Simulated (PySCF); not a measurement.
Nb²⁺ (niobium, charge +2) across methods

[Kr] 4d3, high-spin 4F determinant. Calculation: PySCF 2.14, in def2-TZVPPD with the def2 core potential (28 electrons); a scalar-relativistic core potential.

| method | E (hartree) | mean ε 4p α (eV) | mean ε 4p β (eV) | mean ε 4d α (eV) | Σ⟨r²⟩ (bohr²) | ⟨S²⟩ |
| --- | --- | --- | --- | --- | --- | --- |
| PBE0 | -56.0385 | -56.029 | -53.308 | -21.575 | 26.72 | 3.751 |
| PBE | -56.0429 | -53.125 | -51.151 | -20.108 | 26.90 | 3.751 |
| M06-L | -56.0640 | -53.905 | -51.495 | -19.898 | 26.39 | 3.751 |
| LC-wPBE | -56.0707 | -58.635 | -56.156 | -24.328 | 26.60 | 3.752 |
| r2SCAN | -56.0722 | -54.262 | -51.758 | -20.385 | 26.63 | 3.752 |
| BHandHLYP | -55.9805 | -58.801 | -55.357 | -22.870 | 26.63 | 3.752 |
| UHF | -55.62856 | -63.865 | -58.549 | -25.351 | 26.56 | 3.755 |
| LDA | -55.8659 | -53.120 | -51.172 | -20.079 | 27.09 | 3.750 |
| wB97X-V | -56.0173 | -58.480 | -56.000 | -23.777 | 26.68 | 3.751 |

Energies and moments cover only the electrons outside the core potential.
